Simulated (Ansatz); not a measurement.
C3H9B, charge +1, doublet, at a GFN2-xTB geometry (a state made from the parent by changing its charge; the spin is typed, not shown lowest); MP2/STO-3G (Ansatz, a program for electronic structure).

The Ansatz input:
Ansatz 0.2 input:
```yaml
crystal:
  periodic: [false, false, false]
  atoms:
    - {symbol: B, position_ang: [-0.05647573, 0.05517160, -0.05364308]}
    - {symbol: C, position_ang: [1.51411882, -0.13791460, -0.22617234]}
    - {symbol: H, position_ang: [2.02755724, -0.85500214, 0.40558796]}
    - {symbol: H, position_ang: [1.94104364, 0.84853152, -0.03424725]}
    - {symbol: H, position_ang: [1.65529476, -0.43161225, -1.26820282]}
    - {symbol: C, position_ang: [-0.49203480, -0.76952308, 1.23631151]}
    - {symbol: H, position_ang: [-1.34235646, -1.37537941, 0.91708171]}
    - {symbol: H, position_ang: [-0.79808470, -0.01384345, 1.96257438]}
    - {symbol: H, position_ang: [0.23345189, -1.41985028, 1.71348884]}
    - {symbol: C, position_ang: [-0.97605379, 0.86460885, -0.96549414]}
    - {symbol: H, position_ang: [-1.85392301, 1.28359200, -0.46707029]}
    - {symbol: H, position_ang: [-1.36351003, 0.23270689, -1.76988686]}
    - {symbol: H, position_ang: [-0.49327601, 1.71197205, -1.45898050]}
basis:
  gaussian:
    orbitals: STO-3G
total_charge: 1
magnetization: {spin_polarized: true, initial_magnetization: 1}
correlation: {method: mp2, electrons: outside_noble_gas}
accuracy: high
```

The log (banner, timings and long lists left out):

```
Functional definition: HF
617 factors; integrals over basis functions are off by at most 3.9e-9 eV
mean field evaluation 1: about -3850.2061 eV, gradient 1.1e1 eV
mean field evaluation 2: about -3850.3528 eV, gradient 1.1e1 eV
mean field evaluation 4: about -3851.3529 eV, gradient 9.2e-1 eV
mean field evaluation 8: about -3851.3628 eV, gradient 1.5e-2 eV
mean field -3851.36283308 eV, -141.5349735682 hartree, gradient 2.7e-8 eV, S^2 0.761679; 0 other end points of the search recorded, 0 dependent functions left out
4 core orbitals not correlated
reference -3851.36283308 eV, -141.5349735682 hartree; 12, 11 occupied and 13, 14 virtual orbitals, 617 factors
second order -5.13480830 eV of doubles, -0.00000000 eV of singles
Total energy: -3856.49764138 eV, -141.7236742928 hartree
```
